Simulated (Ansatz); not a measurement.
NiN₂H₄⁻, that is Ni(NH2)2 with one electron more. Charge -1, multiplicity 4. Geometry r2SCAN-D4/def2-TZVP, that of the neutral triplet; atoms count from 1.

| atom | x (Å) | y (Å) | z (Å) |
| --- | --- | --- | --- |
| Ni1 | -0.0003 | -0.0010 | -0.0008 |
| N2 | 0.2830 | 1.0822 | -1.3919 |
| H3 | 0.8248 | 1.9353 | -1.3725 |
| H4 | -0.0719 | 0.9446 | -2.3282 |
| N5 | -0.2830 | -1.0828 | 1.3914 |
| H6 | 0.0707 | -0.9414 | 2.3277 |
| H7 | -0.8233 | -1.9369 | 1.3744 |

The highest occupied level of the charge -1 quartet lies above zero (up to 2.26 eV). By energy differences it is unbound by 1.07 eV (vertical, to the charge 0 triplet, at PBE0-D4/def2-TZVPD) and held by the finite basis. At PBE0-D4/def2-TZVPD a doublet of charge -1 lies 2.10 eV below the quartet at the same geometry.

Q: Estimate the Mulliken populations from the PBE0/def2-TZVPD orbitals of Ansatz.

A: 
```json
{"atom": "Ni1", "charge (e)": "-1.17", "spin (α − β)": "2.85", "d electrons": "8.20"}
{"atom": "N2", "charge (e)": "-0.86", "spin (α − β)": "0.82", "d electrons": "–"}
{"atom": "H3", "charge (e)": "0.47", "spin (α − β)": "-0.37", "d electrons": "–"}
{"atom": "H4", "charge (e)": "0.47", "spin (α − β)": "-0.38", "d electrons": "–"}
{"atom": "N5", "charge (e)": "-0.86", "spin (α − β)": "0.82", "d electrons": "–"}
{"atom": "H6", "charge (e)": "0.47", "spin (α − β)": "-0.37", "d electrons": "–"}
{"atom": "H7", "charge (e)": "0.47", "spin (α − β)": "-0.38", "d electrons": "–"}
```
Mulliken values and Mayer orders depend strongly on the basis. With diffuse functions, as here, like atoms can get unlike values, and bond orders can come out too low or too high.

Q: Where does the spin sit?

A: Summed by element: Ni 2.85, N 1.64, H -1.49, of 3 unpaired in all. Largest on single atoms: Ni1 2.85, N5 0.82, N2 0.82.

Q: And the Mayer bond orders between bonded heavy atoms (over 0.3)?

A: Ni1–N2 2.14 (1.79 Å); Ni1–N5 2.14 (1.79 Å). Values over 0.3 also appear between atoms too far apart for a bond (N2–N5 0.92 at 3.57 Å); they arise where an orbital or an unpaired electron spreads over both atoms.
